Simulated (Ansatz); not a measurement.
Program: Ansatz 0.2.0.

A structure relaxed at PBE0-D4/def2-TZVP, charge 0, multiplicity 1:

| atom | x (Å) | y (Å) | z (Å) |
| --- | --- | --- | --- |
| O1 | -0.374 | 1.498 | 1.028 |
| Si2 | -0.066 | 1.230 | -0.553 |
| F3 | -1.442 | 1.341 | -1.352 |
| O4 | 0.568 | -0.237 | -0.695 |
| Ge5 | 0.389 | -1.771 | 0.202 |
| H6 | -0.973 | 2.206 | 1.267 |
| H7 | 0.840 | 2.227 | -1.145 |
| H8 | -1.093 | -1.961 | 0.557 |
| H9 | 1.265 | -1.681 | 1.457 |
| H10 | 0.885 | -2.851 | -0.765 |

Problem. Give its formula and SMILES.

Solution. FGeH5O2Si, `O[SiH](F)[O][GeH3]`.

Problem. Summarise the bond lengths by kind.

Solution. 2 × O–Si 1.604 to 1.633 Å; 1 × H–O 0.958 Å; 1 × F–Si 1.596 Å; 1 × H–Si 1.472 Å; 1 × Ge–O 1.786 Å; 3 × Ge–H 1.532 to 1.535 Å.
